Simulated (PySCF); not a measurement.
**Structure from 2D NMR**

Compound of formula C5H11ClOSi. Correlations simulated from computed shifts and the bond graph:

HSQC (one-bond C–H):
```csv
δH,δC
6.66,146.0
6.43,146.0
6.35,137.0
3.50,59.7
3.22,76.6
1.31,14.5
```

COSY cross peaks (H two or three bonds apart, from the bond graph; peaks can be absent where the dihedral angle is near 90°):
```csv
δH,δH
6.66,6.43
6.66,6.35
6.43,6.35
6.35,5.19
5.19,3.22
3.22,1.31
```

HMBC (two and three bonds, from the bond graph):
```csv
δH,δC
6.66,137.0
6.43,137.0
6.35,"146.0, 76.6"
5.19,"146.0, 137.0, 76.6, 14.5"
3.50,76.6
3.22,"137.0, 59.7, 14.5"
1.31,76.6
```

Gas phase, one averaged value for each set of equivalent atoms, non-relativistic, one computed conformer. Shieldings: GIAO PBE0/pcSseg-1; geometry: GFN2-xTB; PySCF 2.14.0 with density-fitted response routines.

References, each an isolated molecule treated in the same way: TMS for ¹H and ¹³C.

Exchangeable hydrogens are left out of these lists.

**Question.** Which molecule is this?

**Answer.** `[C@@H]([Si@@H](C=C)Cl)(C)OC`.

Structure with atom numbers: `[CH2:1]=[CH:2][Si@@H:3]([Cl:4])[C@H:5]([CH3:6])[O:7][CH3:8]`. Each H is labelled by its parent atom. Ha(C1) is cis to Si3; Hb(C1) is trans to Si3.

δC 146.0 is C1, a terminal =CH2 carbon (δH 6.43, 6.66). δC 137.0 is C2, an alkene CH (δH 6.35). δC 76.6 is C5, an sp3 CH bonded to O and Si (δH 3.22). δC 59.7 is C8, a methyl carbon bonded to O (δH 3.50). δC 14.5 is C6, a methyl carbon (δH 1.31). COSY links 6.66–6.43, 6.66–6.35, 6.43–6.35, 6.35–5.19, 5.19–3.22, 3.22–1.31.

This is the structure that produced the data.

Shifts are as computed. Against solution values, carbons near 30 ppm lie about +3 ppm off and those near 130 ppm about +5 ppm. Of 1211 compounds with measured shifts, 218 miss one by over three times the rms of a fit or turn the order of signals round; such compounds aren't used in these exercises.
